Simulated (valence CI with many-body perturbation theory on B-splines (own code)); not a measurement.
Re III: electric-dipole lines

Level of theory: configuration interaction combined with many-body perturbation theory (CI+MBPT): five valence electrons over a frozen Dirac-Fock core [Xe] 4f14, radial functions for each j: 7 s, 7 p, 8 d, 6 f, 4 g, 1 h, with the one-electron correlation potential Σ1, the two-electron term Σ2, the three-electron term Σ3, Breit, model QED; selected CI, second order for the rest (own B-spline code, finite nucleus).

Against 66 measured levels this calculation errs by 1080 cm⁻¹ on average and by 1839 at most. These come from a selection out of Brasseur, Gamrath and Quinet, At. Data Nucl. Data Tables 157, 101636 (2024). Levels without a partner in it may be off by more, other configurations by 1,000 to 8,000 cm⁻¹. Among the levels kept, up to 2800 cm⁻¹ of a level comes from second order outside the variational space, and about a tenth of that is noise between levels of different J, which matters for small intervals. 3 measured levels below the end of the list, from 41405 cm⁻¹ on, found no clear computed partner.

Lines 1 to 50 of 597 in falling wavelength, among levels below 102429 cm⁻¹, chosen from the strongest by gf and those to the six lowest levels. Wavelengths and rates use the calculated energies, so an error of 1000 cm⁻¹ moves a line at 2789 Å by 2.8 % and its rate by three times that or more. Electric multipoles are in the length gauge, E1 and E2 with the static RPA response of the core. Weak lines are less certain than strong ones. Lines between different terms over intervals too small for the method are left out, as are lines whose strength nearly cancels. Where a level lies close to another of its J and parity, the split of strength between their lines is uncertain. The highest levels of a list are the least certain.

Names give the largest LS component (configuration and term), which can be under half, so a name can repeat, a term be missing and a line seem to break the LS rules; names also repeat where a configuration has a term twice. Letters in brackets count levels of one name in rising energy.

```
λ vac (Å)                Upper              Lower   A (s⁻¹)  S (a.u.) with core polarisation  S without
     2789   5d4.6p 6F°_9/2 [a]  5d4.6s 4F_7/2 [a]  1.61e+07                         1.72e+00   1.96e+00
     2776   5d4.6p 6F°_7/2 [a]  5d4.6s 4F_5/2 [a]  1.30e+07                         1.09e+00   1.25e+00
     2578  5d4.6p 4H°_11/2 [a]      5d4.6s 2H_9/2  2.29e+07                         2.32e+00   2.67e+00
     2570   5d4.6p 2H°_9/2 [a]  5d4.6s 2G_7/2 [a]  1.61e+07                         1.35e+00   1.54e+00
     2537  5d4.6p 4H°_13/2 [a]     5d4.6s 2I_11/2  2.59e+07                         2.92e+00   3.35e+00
     2515   5d4.6p 2H°_9/2 [a]  5d4.6s 2F_7/2 [a]  1.81e+07                         1.42e+00   1.63e+00
     2512  5d4.6p 4H°_11/2 [b]  5d4.6s 2G_9/2 [b]  1.32e+07                         1.24e+00   1.40e+00
     2388   5d4.6p 4G°_9/2 [a]  5d4.6s 2G_7/2 [a]  1.57e+07                         1.06e+00   1.19e+00
     2385   5d4.6p 2D°_3/2 [a]  5d4.6s 2F_5/2 [b]  3.79e+07                         1.01e+00   1.15e+00
     2382  5d4.6p 4H°_13/2 [a]     5d4.6s 4G_11/2  2.24e+07                         2.09e+00   2.40e+00
     2374   5d4.6p 4P°_5/2 [a]  5d4.6s 4D_7/2 [a]  4.09e+07                         1.62e+00   1.85e+00
     2370  5d4.6p 4G°_11/2 [a]     5d4.6s 2I_11/2  1.20e+07                         9.47e-01   1.08e+00
     2369       5d4.6p 4I°_9/2     5d5 2G_7/2 [b]  2.00e+07                         1.31e+00   1.51e+00
     2352   5d4.6p 4D°_5/2 [d]  5d4.6s 2P_3/2 [a]  3.05e+07                         1.17e+00   1.35e+00
     2340   5d4.6p 4G°_9/2 [a]  5d4.6s 2F_7/2 [a]  1.71e+07                         1.08e+00   1.22e+00
     2314   5d4.6p 4F°_7/2 [c]  5d4.6s 2G_9/2 [c]  3.71e+07                         1.82e+00   2.09e+00
     2285       5d4.6p 6P°_5/2  5d4.6s 4D_3/2 [a]  3.40e+07                         1.20e+00   1.34e+00
     2285   5d4.6p 6F°_7/2 [b]  5d4.6s 4F_5/2 [a]  4.44e+07                         2.09e+00   2.37e+00
     2273   5d4.6p 2F°_7/2 [b]  5d4.6s 2G_9/2 [b]  1.96e+07                         9.08e-01   1.03e+00
     2272   5d4.6p 4D°_5/2 [d]  5d4.6s 4D_5/2 [b]  4.36e+07                         1.51e+00   1.71e+00
     2261   5d4.6p 4D°_7/2 [c]  5d4.6s 4D_7/2 [b]  4.38e+07                         2.00e+00   2.27e+00
     2240   5d4.6p 4G°_5/2 [a]  5d4.6s 4F_5/2 [a]  3.36e+07                         1.12e+00   1.29e+00
     2238   5d4.6p 2F°_7/2 [a]  5d4.6s 4D_7/2 [b]  3.48e+07                         1.54e+00   1.75e+00
     2235       5d4.6p 4H°_9/2  5d4.6s 4F_9/2 [a]  2.11e+07                         1.16e+00   1.34e+00
     2233  5d4.6p 4G°_11/2 [a]     5d4.6s 4G_11/2  5.76e+07                         3.80e+00   4.36e+00
     2223   5d4.6p 4F°_5/2 [a]  5d4.6s 4D_5/2 [a]  3.41e+07                         1.11e+00   1.24e+00
     2222   5d4.6p 2G°_7/2 [a]  5d4.6s 4F_7/2 [a]  2.99e+07                         1.29e+00   1.50e+00
     2220      5d4.6p 4I°_13/2     5d4.6s 2I_13/2  4.21e+07                         3.18e+00   3.68e+00
     2196   5d4.6p 4F°_5/2 [a]  5d4.6s 4F_3/2 [a]  3.05e+07                         9.57e-01   1.11e+00
     2189   5d4.6p 4F°_5/2 [a]  5d4.6s 4F_7/2 [a]  3.74e+07                         1.16e+00   1.32e+00
     2188   5d4.6p 2G°_7/2 [b]  5d4.6s 2F_5/2 [a]  6.43e+07                         2.66e+00   3.00e+00
     2188   5d4.6p 4F°_9/2 [b]     5d4.6s 2I_11/2  1.73e+07                         8.96e-01   1.04e+00
     2188  5d4.6p 4H°_11/2 [b]     5d4.6s 2I_13/2  4.40e+07                         2.73e+00   3.16e+00
     2186   5d4.6p 4F°_5/2 [c]  5d4.6s 2F_5/2 [a]  2.89e+07                         8.94e-01   1.00e+00
     2182   5d4.6p 6F°_7/2 [b]      5d4.6s 4H_7/2  3.40e+07                         1.40e+00   1.61e+00
     2178   5d4.6p 4D°_5/2 [c]  5d4.6s 4F_5/2 [b]  3.93e+07                         1.20e+00   1.39e+00
     2177  5d4.6p 4H°_11/2 [a]     5d4.6s 4H_13/2  1.64e+07                         1.00e+00   1.17e+00
     2176   5d4.6p 6F°_9/2 [b]      5d4.6s 4H_9/2  6.63e+07                         3.37e+00   3.89e+00
     2173   5d4.6p 4F°_9/2 [c]  5d4.6s 2F_7/2 [a]  1.65e+07                         8.37e-01   9.52e-01
     2165       5d4.6p 4H°_7/2      5d4.6s 4H_9/2  4.47e+07                         1.79e+00   2.07e+00
     2165  5d4.6p 4G°_11/2 [b]     5d4.6s 2H_11/2  2.27e+07                         1.37e+00   1.56e+00
     2160  5d4.6p 4H°_13/2 [b]     5d4.6s 2I_13/2  1.49e+07                         1.04e+00   1.21e+00
     2160  5d4.6p 2I°_11/2 [a]      5d4.6s 4G_9/2  1.55e+07                         9.25e-01   1.05e+00
     2156   5d4.6p 4G°_5/2 [a]  5d4.6s 4D_3/2 [a]  4.88e+07                         1.45e+00   1.63e+00
     2154   5d4.6p 4P°_1/2 [b]  5d4.6s 4D_3/2 [b]  1.02e+08                         1.01e+00   1.14e+00
     2152   5d4.6p 4D°_3/2 [d]      5d4.6s 2P_1/2  7.57e+07                         1.49e+00   1.67e+00
     2149   5d4.6p 6F°_9/2 [b]      5d4.6s 4H_7/2  7.64e+07                         3.74e+00   4.31e+00
     2141   5d4.6p 4F°_7/2 [a]  5d4.6s 4D_5/2 [a]  8.55e+07                         3.31e+00   3.72e+00
     2139       5d4.6p 4H°_7/2      5d4.6s 4H_7/2  6.49e+07                         2.51e+00   2.89e+00
     2135   5d4.6p 4D°_1/2 [a]  5d4.6s 4D_1/2 [a]  1.30e+08                         1.25e+00   1.42e+00
```
